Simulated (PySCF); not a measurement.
# UHF on I (iodine, neutral)

Configuration: [Kr] 4d10 5s2 5p5, 2P determinant. Calculation: PySCF 2.14, in aug-cc-pVQZ-PP with one added diffuse shell each of s, p, d, f, g type with ECP28MDF (8s8p6d4f3g, 117 functions); a scalar-relativistic core potential.

- Total energy: -294.662501 hartree
- One-electron energy: -513.6528 hartree
- Hartree (Coulomb) energy: 240.0137 hartree
- Exchange energy: -21.0235 hartree
- ⟨S²⟩: 0.7612
- ⟨L²⟩: 2.047
- Sum of ⟨r⟩: 32.17 bohr
- Sum of ⟨r²⟩: 60.23 bohr²
- Traceless quadrupole moment −½Σ⟨3z² − r²⟩ along its main axis: 2.67 e·bohr²
- Time after the integrals: 3.2 s of wall time on 1 thread of Neoverse-V2 (shared host)

```csv
shell,electrons,mean orbital energy (eV),spread (eV),"rms radius, mean of both spins (bohr)"
4s α,1,-210.87,0,0.796
4s β,1,-210.66,0,0.796
4p α,3,-151.68,0.622,0.854
4p β,3,-151.47,0.070,0.854
4d α,5,-62.612,0.671,0.999
4d β,5,-62.445,0.354,0.999
5s α,1,-25.109,0,2.15
5s β,1,-22.665,0,2.15
5p α,3,-11.422,1.642,2.66
5p β,2,-10.409,0,2.66
```

Energies and moments cover only the electrons outside the core potential.
